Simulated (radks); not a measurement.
Species: Xe+. Configuration: [Kr] 4d10 5s2 5p5.

Method: Dirac Kohn-Sham, BLYP, spin-unpolarised, spherical densities, finite nucleus; open shells fill j = l - 1/2 first; Fermi nuclear charge, rms radius 4.7859 fm; computed with a radial shooting solver on a logarithmic mesh with Libxc functionals.

Energy parts (eV):
| part | energy |
|---|---|
| total | -202731.600 |
| kinetic | 215377.679 |
| electron-nucleus | -492415.926 |
| Hartree | 79411.067 |
| exchange-correlation | -5104.420 |

Orbitals (lengths in bohr, moments of r in powers of bohr; r(max) is where P^2 peaks):
orbital  occ.  eigenvalue (eV)   <1/r>   r(max)
1s1/2       2        -34359.05   58.11  0.01715
2s1/2       2        -5353.841   13.59  0.09710
2p1/2       2        -5031.177   13.57  0.07437
2p3/2       4        -4706.398   12.47  0.07926
3s1/2       2        -1102.652   4.858   0.2792
3p1/2       2        -968.4697   4.770   0.2656
3p3/2       4        -906.7998   4.498   0.2764
3d3/2       4        -670.4836   4.355   0.2241
3d5/2       6        -657.4475   4.286   0.2272
4s1/2       2        -206.8568   1.969   0.6612
4p1/2       2        -159.3531   1.860   0.6769
4p3/2       4        -147.0227   1.771   0.7011
4d3/2       4         -70.1893   1.527   0.7433
4d5/2       6         -68.1988   1.505   0.7517
5s1/2       2         -28.8308  0.7206    1.610
5p1/2       2         -17.7250  0.6109    1.817
5p3/2       3         -16.3363  0.5808    1.895

The highest occupied level is 5p3/2 at -16.336 eV. Summed over all electrons, <r^2> = 50.91 bohr^2, which gives a Langevin (diamagnetic) susceptibility term of -40.3 x 10^-6 cm^3/mol.
